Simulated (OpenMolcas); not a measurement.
**Fe2+ in a point-charge field**

Fe2+ among 4 point charges of -1 e arranged as a tetrahedron (Td), 2.04 Å from the ion.

```yaml
Program: OpenMolcas
Method: CASSCF
Basis: ANO-RCC-VTZP [6s5p3d2f1g]
Scalar_Hamiltonian: DKH2, point nucleus
Active_space: 6 electrons in 5 orbitals (3d)
State_averaging: 2S+1 = 5 even, 5 roots; 2S+1 = 3 even, 45 roots; 2S+1 = 1 even, 50 roots
Spin-orbit_coupling: state interaction with AMFI integrals over the reference wave functions
```

The lowest spin-free states (labels of Td), above the lowest:

```
State  Degeneracy  E (cm-1)  Free-ion L (%)
   5E           2       0.0         D (100)
  5T2           3     963.0         D (100)
  3T1           3     22240          H (97)
   3E           2     22457         H (100)
  3T2           3     23002          H (98)
  3T1           3     23203          H (96)
  3T1           3     25166          P (80)
  3A2           1     25847         F (100)
  3T2           3     26101          F (97)
  3T1           3     26614          F (82)
  3A1           1     28226         G (100)
  3T1           3     28541          G (98)
   3E           2     28623         G (100)
  3T2           3     29191          G (99)
   1E           2     33255          I (98)
  1T2           3     33329          I (97)
  1A2           1     33579         I (100)
  1T2           3     34152          I (93)
  1T1           3     34191          I (90)
  1A1           1     34207          I (86)
```

The lowest levels with spin-orbit coupling:

```csv
E (cm-1),Degeneracy,Label,2S+1
0.0,1,A1,5
31.4,3,T1,5
62.9,2,E,5
125.0,3,T2,5
208.7,1,A2,5
900.3,3,T2,5
1111,3,T1,5
1192,2,E,5
1401,3,T2,5
1484,3,T1,5
1554,1,A1,5
22245,1,A1,3
22307,3,T1,3
22396,3,T2,3
22501,2,E,3
22649,3,T1,3
22709,3,T2,3
22995,1,A2,3
23063,3,T2,3
23124,2,E,3
```

Powder χT (cm3 K/mol): 0.434 at 2 K, 2.12 at 10 K, 4.25 at 50 K, 4.43 at 100 K, 4.48 at 200 K, 4.52 at 300 K. The effective moment at 300 K is 2.828 √(χT) = 6.01 μB.

The lowest level has 2S+1 = 5, for which the spin-only value is χT = S(S+1) / 2 = 3.000 cm3 K/mol (g = 2). The computed 4.516 at 300 K differs by +1.516, through orbital momentum, spin-orbit coupling and any other state in reach.

An orbital doublet at a regular site is open to a Jahn-Teller distortion, which this geometry leaves out. Without dynamic correlation the repulsion within the d shell is too large (B by tens of per cent), so at a given field states of lower spin stand too high. The ground term spreads over less than 5000 cm-1, several times less than with real ligands, so orbital moments are less quenched and χT lies further from the spin-only value than at real sites. Point charges carry no covalency, so the field is a model and not that of real ligands. No measured value stands beside these numbers.
